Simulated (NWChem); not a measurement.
System: CsCl; SMILES [Cl][Cs]

The following NWChem deck was run.

```
start job
memory heap 200 mb stack 900 mb global 1100 mb
geometry units angstroms noautosym nocenter noautoz
  Cs     0.000000     0.000000    -0.707842
  Cl     0.000000     0.000000     2.228375
end
basis spherical
  * library def2-svpd
end
ecp
  Cs library def2-ecp
end
dft
  xc xcamb88 1.00 lyp 0.81 vwn_5 0.19 hfexch 1.00
  cam 0.33 cam_alpha 0.19 cam_beta 0.46
  iterations 150
end
property
  response 1 0.0
end
task dft property
```

Excerpt of the output:

```
             Northwest Computational Chemistry Package (NWChem) 7.3.0
             --------------------------------------------------------

                             Geometry "geometry" -> ""
                             -------------------------

 Output coordinates in angstroms (scale by  1.889725989 to convert to a.u.)

  No.       Tag          Charge          X              Y              Z
 ---- ---------------- ---------- -------------- -------------- --------------
    1 Cs                  55.0000     0.00000000     0.00000000    -0.70784200
    2 Cl                  17.0000     0.00000000     0.00000000     2.22837500

 Effective nuclear repulsion energy (a.u.)     168.5095917007

                                 NWChem DFT Module
                                 -----------------

 Summary of "ao basis" -> "ao basis" (spherical)
 ------------------------------------------------------------------------------
       Tag                 Description            Shells   Functions and Types
 ---------------- ------------------------------  ------  ---------------------
 Cs                        def2-svpd                11       27   5s4p2d
 Cl                        def2-svpd                11       27   5s4p2d

            General Information
            -------------------
          SCF calculation type: DFT
          Wavefunction type:  closed shell.
          No. of atoms     :     2
          No. of electrons :    26
           Alpha electrons :    13
            Beta electrons :    13
          Charge           :     0
          Spin multiplicity:     1
          Use of symmetry is: off; symmetry adaption is: off
          Maximum number of iterations: 150
          AO basis - number of functions:    54
                     number of shells:    22
          Convergence on energy requested:  1.00D-06
          Convergence on density requested:  1.00D-05
          Convergence on gradient requested:  5.00D-04

              XC Information
              --------------
                     Hartree-Fock (Exact) Exchange  1.000
                   CAM-Becke88 Exchange Functional  1.000
                      VWN V Correlation Functional  0.190 local
              Lee-Yang-Parr Correlation Functional  0.810

           Range-Separation Parameters
           ---------------------------
           Alpha           :  0.19
           Beta            :  0.46
           Gamma           :  0.33
           Short-Range HF  :     F

             Grid Information
             ----------------
          Grid used for XC integration:  medium
          Radial quadrature: Mura-Knowles
          Angular quadrature: Lebedev.
          Tag              B.-S. Rad. Rad. Pts. Rad. Cut. Ang. Pts.
          ---              ---------- --------- --------- ---------
          Cs                  2.60      123          28.0       590
          Cl                  1.00       88          16.0       590
          Grid pruning is: on
          Number of quadrature shells:   211
          Spatial weights used:  Erf1

      Superposition of Atomic Density Guess
      -------------------------------------

 Sum of atomic energies:        -481.93726800

      Non-variational initial energy
      ------------------------------

 Total energy =    -479.056607
 1-e energy   =    -722.144192
 2-e energy   =     215.513288
 HOMO         =      -0.434323
 LUMO         =      -0.045494

   convergence    iter        energy       DeltaE   RMS-Dens  Diis-err
 ---------------- ----- ----------------- --------- --------- ---------
 d= 0,ls=0.0,diis     1   -480.2420054875 -5.08D+02  1.76D-02  2.70D-01
 d= 0,ls=0.0,diis     2   -480.2624827010 -2.05D-02  7.12D-03  1.70D-01
 d= 0,ls=0.0,diis     3   -480.2851039874 -2.26D-02  6.89D-04  9.01D-04
 d= 0,ls=0.0,diis     4   -480.2852761944 -1.72D-04  1.41D-04  1.38D-05
 d= 0,ls=0.0,diis     5   -480.2852790950 -2.90D-06  3.73D-05  5.78D-07
 d= 0,ls=0.0,diis     6   -480.2852792787 -1.84D-07  9.55D-06  5.76D-08

         Total DFT energy =     -480.285279278656
      One electron energy =     -725.874053689714
           Coulomb energy =      249.499889171505
    Exchange-Corr. energy =      -31.485411584201
 Nuclear repulsion energy =       27.574296823754

 Numeric. integr. density =       26.000000189022

                       DFT Final Molecular Orbital Analysis
                       ------------------------------------

 Vector   11  Occ=2.000000D+00  E=-2.704033D-01
              MO Center=  6.6D-11, -1.2D-10,  2.1D+00, r^2= 1.9D+00
   Bfn.  Coefficient  Atom+Function         Bfn.  Coefficient  Atom+Function
  ----- ------------  ---------------      ----- ------------  ---------------
    41      0.589482  2 Cl pz                38      0.452992  2 Cl pz
    35      0.264710  2 Cl pz                 8      0.206295  1 Cs pz
     2      0.167414  1 Cs s                 44      0.139860  2 Cl pz
    20     -0.099258  1 Cs d  0               1     -0.068273  1 Cs s
     4     -0.062104  1 Cs s                 11      0.041878  1 Cs pz

[...]

 DFT Linear Response polarizability / au
 Frequency  =       0.0000000 / au
              X              Y              Z
 -----------------------------------------------
 X      39.0539008      0.0000001     -0.0000001
 Y       0.0000001     39.0539007      0.0000000
 Z      -0.0000001      0.0000000     59.1107453
 -----------------------------------------------
 Eigenvalues =      39.0539008     39.0539006     59.1107453
 Isotropic   =      45.7395156
 Anisotropic =      20.0568445
 -----------------------------------------------

 Magnetic Dipole Response Matrix (nonzero elements):

 Exiting AOResponse driver routine
```

Level: CAM-B3LYP/def2-SVPD with def2 effective core potentials on Cs. Geometry: optimised at PBE0/def2-SVP. def2 effective core potentials on Cs; no spin-orbit coupling.
